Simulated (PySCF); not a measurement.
## Ar²⁺ (argon, charge +2) across methods

[Ne] 3s1 3p4 4s1, high-spin 5P determinant (an excited configuration). Computed with PySCF 2.14 in aug-cc-pwCVQZ (10s9p7d5f3g, 134 functions), with no relativity, point nucleus. The B2PLYP total includes its PT2 part (frozen core); its orbital energies are those of the SCF part.

```tsv
method	E (hartree)	mean ε 3p α (eV)	mean ε 3p β (eV)	mean ε 4s α (eV)	Σ⟨r²⟩ (bohr²)	⟨S²⟩
UHF	-523.98749	-51.377	-43.471	-18.589	25.94	6.002
LDA	-523.0039	-43.427	-39.372	-16.569	25.11	6.001
MN15	-524.6243	-46.307	-42.380	-17.289	25.29	6.001
wB97X-V	-524.5199	-48.056	-43.513	-18.689	25.45	6.001
PBE	-524.4278	-43.502	-39.422	-16.378	25.18	6.001
B2PLYP	-524.4783	-47.624	-42.026	-17.544	25.53	6.001
r2SCAN	-524.5866	-44.412	-39.626	-16.415	25.56	6.002
PBE0	-524.4563	-45.670	-40.823	-17.028	25.30	6.001
```

The outer electron is Rydberg-like, and this basis confines it to a smaller radius and binds it less than a complete one would.
